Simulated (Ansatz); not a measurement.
Br$_{3}$ClSi (`Cl[Si](Br)(Br)Br`). The species carries charge 0 and has multiplicity 1.

List the harmonic frequencies (cm⁻¹, unscaled) at PBE0-D4/def2-TZVP in Ansatz. (An estimate is asked.)

Computed: 96, 96, 153, 157, 157, 288, 503, 503, 592.

Is this a minimum?

Yes, all 9 modes are real.

Give the ideal-gas thermochemistry at 298.15 K and 1 bar (rigid rotor, harmonic oscillator; point group C3v, symmetry number 3).

Zero-point energy 15.2 kJ/mol; H(298) − E = 36.8 kJ/mol; entropy 379.1 J/(mol·K), of which translation 180.1, rotation 123.3, vibration 75.7; G(298) − E = -76.3 kJ/mol. Modes under 100 cm⁻¹ are hindered rotations or soft bends, so the harmonic entropy is rough.

Rotational constants (cm⁻¹)?

0.02247, 0.02247, 0.01642.
